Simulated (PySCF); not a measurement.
# Does the structure fit the spectrum?

A compound C3H12OSi2 gives the data below (simulated from a calculation) and was assigned the structure `C[SiH2][C@@H](C)O[SiH3]`.

13C{1H} NMR (computed): δ 52.8 (CH3), 3.0 (CH3, 2C).

1H NMR (600 MHz, computed): δ 3.74 (s, 3H), 3.22 (s, 3H), 0.25 (s, 6H).

Computed data (PySCF 2.14): GFN2-xTB geometry, shielding tensors at PBE0/pcSseg-1 (GIAO). Isolated molecule, rapidly exchanging positions averaged, relativity neglected, single conformer.

Shifts are taken against calculated references (same method and geometry level): 1H (σ = 31.72 ppm) and 13C (σ = 186.93 ppm) vs TMS.

Q: Compare with the shifts computed for the proposed structure, pairing carbons in order of shift.

A: Structure with atom numbers: `[CH3:1][SiH2:2][C@@H:3]([CH3:4])[O:5][SiH3:6]`. Each H is labelled by its parent atom.

| atom | computed for proposal | given list | difference |
| --- | --- | --- | --- |
| C3 | 66.0 | 52.8 | +13.2 |
| C4 | 21.5 | 3.0 | +18.5 |
| C1 | -8.5 | 3.0 | -11.5 |

The rms difference is 14.7 ppm and the largest +18.5 ppm at C4 (methyl carbon). The proposal also would give 3 carbon signals, not 2. The carbon types in order of shift don't match either: CH, CH3, CH3 for the proposal against CH3, CH3, CH3 in the data. The proposal doesn't fit.

Q: Which isomer fits?

A: `InChI=1S/C3H12OSi2/c1-4-6(2,3)5/h1-3,5H3`.

Carbon types of the structure: 3 × CH3, leaving 3 H on heteroatoms. δC 52.8: methyl carbon bonded to O; pulled downfield by the heteroatom. δC 3.0: methyl carbon bonded to Si; an electropositive neighbour leaves it electron-rich and shielded. δH 3.74: hydrogen on a methyl carbon bonded to O; its carbon carries O, an electronegative neighbour. δH 0.25: hydrogen on a methyl carbon bonded to Si; an electropositive neighbour shields it, as in TMS itself.

This is the structure that produced the data.

Shifts are as computed. Against solution values, carbons near 30 ppm lie about +3 ppm off and those near 130 ppm about +5 ppm. Of 1211 compounds with measured shifts, 218 miss one by over three times the rms of a fit or turn the order of signals round; such compounds aren't used in these exercises. No couplings were computed; multiplicities are counted from neighbouring protons, with m where these are inequivalent, close in shift, in a saturated or five-membered ring or joined by F or P, and br s for small geminal =CH2 splittings.
